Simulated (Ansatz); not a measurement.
Basis-set extrapolation for CH6BPSi, SMILES `PB1C[SiH2]1` (PBE0-D4/def2-TZVP geometry, frozen core, Ansatz). Multiplicity 1, RHF reference.

```
                      def2-TZVPP   def2-QZVPP
                 HF  -695.688010  -695.709411
    MP2 correlation    -0.546379    -0.583797
CCSD(T) correlation    -0.629014      not run
```

Energies in hartree. Use E(X) = E(∞) + A·exp(−7.88·√X) for Hartree–Fock and E(X) = E(∞) + B·X^(−2.97) for correlation, with X = 3 and 4, and add CCSD(T) minus MP2 of the smaller set to the MP2 limit.

**Question.** What is the CCSD(T) energy at the basis-set limit?

**Answer.** HF limit: -695.709411 + (-0.021401) × 0.13774 = -695.71236. MP2 limit: -0.583797 + (-0.037418) × 0.74074 = -0.61151. Higher-order term: -0.629014 − (-0.546379) = -0.08264. Total: -696.40651 hartree, 2.44 eV below CCSD(T)/def2-TZVPP.
